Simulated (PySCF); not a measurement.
# Magnetic susceptibility: `C=C[C@H](F)C(F)F`, C₄H₅F₃

Cartesian coordinates in Å; atom numbers follow the order of the lines, from 1:
```xyz
12

C     1.9818    0.0991   -0.0486
C     0.8389   -0.2229    0.5253
C    -0.4066   -0.5800   -0.2341
F    -0.1678   -0.6563   -1.5852
C    -1.5000    0.4838   -0.0321
F    -1.6039    0.8175    1.2732
F    -2.7104    0.0097   -0.3974
H     2.8521    0.3441    0.5336
H     2.0906    0.1153   -1.1200
H     0.7158   -0.2450    1.5980
H    -0.7965   -1.5596    0.0762
H    -1.2929    1.3936   -0.6149
```

Computed with GIAO CAM-B3LYP/pcSseg-1 magnetisability, rotational g tensor and spin-rotation constants, non-relativistic, gas phase (PySCF 2.14.0). Geometry: GFN2-xTB.

(1) What are the magnetisability and the molar susceptibility?

(2) Split it along the inertial axes a, b, c into diamagnetic and paramagnetic parts about the centre of mass, with the quadrupole moment.

(3) And the rotational g tensor?

Answers

(1) Isotropic -893 × 10⁻³⁰ J/T², or -53.8 × 10⁻⁶ cm³/mol; principal values -974, -865, -839 × 10⁻³⁰ J/T², anisotropy 124 × 10⁻³⁰ J/T² (root of half the summed squared differences of the principal values). The susceptibility is in cgs units.

(2) 
```
axis  χ (10⁻⁶ cm³/mol)  diamagnetic (10⁻⁶ cm³/mol)  paramagnetic (10⁻⁶ cm³/mol)  summed x² of all electrons (Å²)  quadrupole Θ (D Å)
   a             -52.4                      -329.7                        277.3                            140.6               -1.10
   b             -52.8                      -666.9                        614.1                             61.1               -3.67
   c             -56.1                      -855.8                        799.6                             16.6               +4.77
```
Anisotropies 2χaa − χbb − χcc = +4.2 and 2χbb − χaa − χcc = +3.0 × 10⁻⁶ cm³/mol. Θ is traceless in Buckingham's convention.

(3) 
```
axis  rotational constant (GHz)        g  nuclear part  electronic part
   a                     4.3449  -0.0379        0.5282          -0.5661
   b                     1.9323  -0.0151        0.5424          -0.5575
   c                     1.4286  -0.0122        0.5244          -0.5367
```
Asymmetric top; isotopes 12C, 19F, 1H; no vibrational averaging.
